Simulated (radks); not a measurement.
Values are calculated unless marked as measured or tabulated.
How relativity changes the ionisation of the oxygen ion O+ ([He] 2s2 2p3) to O2+ ([He] 2s2 2p2). Spin-unpolarised spherical Kohn-Sham, BLYP, point nucleus unless stated (finite: rms radius 2.6991 fm), a radial shooting solver on a logarithmic mesh with Libxc functionals. A level marked "c x" has the speed of light scaled by that factor and shares open shells by 2j + 1; other Dirac levels either fill j = l - 1/2 first or share by 2j + 1.

| level | E(O+) (hartree) | E(O2+) (hartree) | IE (eV) | HOMO | <r> HOMO (bohr) |
|---|---|---|---|---|---|
| non-rel. | -74.41965 | -73.18431 | 33.615 | 2p | 1.110 |
| scalar-rel. | -74.47675 | -73.24168 | 33.608 | 2p | 1.110 |
| scalar-rel., finite nucleus | -74.47673 | -73.24166 | 33.608 | 2p | 1.110 |
| Dirac, 2j+1 shares | -74.47675 | -73.24168 | 33.608 | 2p3/2 | 1.111 |
| Dirac, low j first | -74.47839 | -73.24430 | 33.581 | 2p3/2 | 1.111 |
| Dirac, 2j+1 shares, finite nucleus | -74.47674 | -73.24167 | 33.608 | 2p3/2 | 1.111 |
| Dirac, c x 0.75 | -74.52130 | -73.28643 | 33.602 | 2p3/2 | 1.111 |
| Dirac, c x 0.85 | -74.49874 | -73.26377 | 33.605 | 2p3/2 | 1.111 |
| Dirac, c x 100 | -74.41965 | -73.18432 | 33.615 | 2p3/2 | 1.110 |

NIST Atomic Spectra Database: 35.121 eV (measured). The relativistic part of the total energy of O+ is -0.05709 hartree (Dirac, 2j+1 shares, finite nucleus), 0.077 % of the non-relativistic value. Spin polarisation and multiplet splitting of open shells are left out at every level.

Beside tabulated values, note that spin-unpolarised runs miss the spin-polarisation part of the exchange energy of open shells.
